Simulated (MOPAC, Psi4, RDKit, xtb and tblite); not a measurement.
Torsional profile of SMILES CO[SiH2][SiH2]O. Scanned: dihedral C1–O2–Si3–Si4; all other coordinates were relaxed at GFN2-xTB. Points at φ and −φ are mirror images. Heavy atoms are numbered in the order of the SMILES CO[SiH2][SiH2]O, hydrogens after them in the order of the atoms that carry them; the mirror image has the same energies with the sign of each dihedral reversed.

PM3, restricted, heats of formation // GFN2-xTB (MOPAC); GFN2-xTB (xtb and tblite); MMFF94 // GFN2-xTB (RDKit); MP2/cc-pVTZ = DF-MP2 (frozen core)/cc-pVTZ // GFN2-xTB (Psi4).

Energies relative to the lowest point of each profile, in kJ/mol; the last columns give the difference from MP2:

```
φ / °  PM3  GFN2-xTB  MMFF94  MP2/cc-pVTZ  PM3 − MP2/cc-pVTZ  GFN2-xTB − MP2/cc-pVTZ  MMFF94 − MP2/cc-pVTZ
-----  ---  --------  ------  -----------  -----------------  ----------------------  --------------------
-165   7.0       1.3     3.1          0.6                6.4                     0.7                   2.5
-150   7.7       4.6     3.7          2.1                5.6                     2.4                   1.5
-135   8.7       8.6     5.3          4.0                4.7                     4.7                   1.3
-120   9.0      11.8     7.9          5.3                3.7                     6.5                   2.6
-105   5.2      12.5     4.1          5.1                0.1                     7.4                  -1.0
-90    1.7      11.3     1.1          4.3               -2.6                     7.0                  -3.2
-75    0.0       9.6     0.0          3.6               -3.6                     6.0                  -3.6
-60    0.1       8.6     1.5          3.5               -3.4                     5.1                  -2.0
-45    1.5       9.1     5.3          4.1               -2.5                     5.0                   1.2
-30    4.2      10.8    10.1          5.1               -0.9                     5.8                   5.0
-15    7.3      12.7    15.1          6.2                1.1                     6.6                   8.9
0      9.1      13.6    18.2          6.8                2.3                     6.8                  11.4
15     7.3      12.7    15.1          6.2                1.1                     6.6                   8.9
30     4.2      10.8    10.1          5.1               -0.9                     5.8                   5.0
45     1.5       9.1     5.3          4.1               -2.5                     5.0                   1.2
60     0.1       8.6     1.5          3.5               -3.4                     5.1                  -2.0
75     0.0       9.6     0.0          3.6               -3.6                     6.0                  -3.6
90     1.7      11.3     1.1          4.3               -2.6                     7.0                  -3.2
105    5.2      12.5     4.1          5.1                0.1                     7.4                  -1.0
120    9.0      11.8     7.9          5.3                3.7                     6.5                   2.6
135    8.7       8.6     5.3          4.0                4.7                     4.7                   1.3
150    7.7       4.6     3.7          2.1                5.6                     2.4                   1.5
165    7.0       1.3     3.1          0.6                6.4                     0.7                   2.5
180    6.7       0.0     2.9          0.0                6.7                     0.0                   2.9
```

PM3 is furthest from MP2/cc-pVTZ at 180 (6.7 kJ/mol, above); its mean absolute difference over the points is 3.3 kJ/mol.

GFN2-xTB is furthest from MP2/cc-pVTZ at -105 (7.4 kJ/mol, above); its mean absolute difference over the points is 5.0 kJ/mol.

MMFF94 is furthest from MP2/cc-pVTZ at 0 (11.4 kJ/mol, above); its mean absolute difference over the points is 3.3 kJ/mol.

MMFF94 has few fitted parameters for silicon.
